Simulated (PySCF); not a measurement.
**Working out the ionisation energy of I²⁺**

I²⁺ [Kr] 4d10 5s2 5p3 (4S) → I³⁺ [Kr] 4d10 5s2 5p2 (3P). Calculation: PySCF 2.14, in x2c-TZVPPall (8s6p4d2f, 60 functions); the spin-free X2C one-electron Hamiltonian (Gaussian nucleus). Frozen: [Ar] 3d10. Energies in hartree (1 hartree = 27.21139 eV):

| part | I²⁺ (lower) | I³⁺ (upper) |
| --- | --- | --- |
| UHF | -7111.656521 | -7110.560372 |
| MP2 opposite-spin | -0.339018 | -0.329230 |
| MP2 same-spin | -0.200704 | -0.187575 |

Problem. What does Hartree-Fock give?

Solution. (-7110.560372) − (-7111.656521) = 1.096149 hartree = 29.828 eV.

Problem. What do MP2 and SCS-MP2 (6/5 opposite-spin, 1/3 same-spin) give?

Solution. The opposite-spin parts differ by 0.266 eV and the same-spin parts by 0.357 eV. MP2: 29.828 + (0.266) + (0.357) = 30.451 eV. SCS-MP2: 29.828 + 1.2 × (0.266) + (0.357)/3 = 30.266 eV.

A first-order spin-orbit estimate adds -0.809 eV to MP2 (valence and next inner shell), giving 29.642 eV against 29.57 ± 0.025 eV (measured; NIST Atomic Spectra Database, ionization energies).

What remains against the reference includes basis incompleteness, the frozen core and correlation beyond second order.
